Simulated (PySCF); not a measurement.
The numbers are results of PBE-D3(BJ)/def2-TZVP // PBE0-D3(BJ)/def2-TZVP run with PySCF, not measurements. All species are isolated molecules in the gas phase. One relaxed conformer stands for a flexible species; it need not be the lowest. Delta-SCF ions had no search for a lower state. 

Reference species (SMILES): `[H]/B=C/N=B` (neutral, multiplicity 1).

| Property | Result |
|---|---|
| S1 oscillator strength | 0.000 |
| HOMO | -5.04 eV |
| vertical ionisation energy (Delta-SCF) | 8.15 eV |

After one change: the S1 oscillator strength hardly moves; the HOMO decreases by 0.44 eV; the vertical ionisation energy (Delta-SCF) increases by 0.38 eV.

### Question
What was changed between the two runs? The new species is one of these.
(A) `NC1=BB1`
(B) `BBC#N`
(C) `BB=C=N`
(D) `NB1B=C1`

### Answer
C, `BB=C=N`
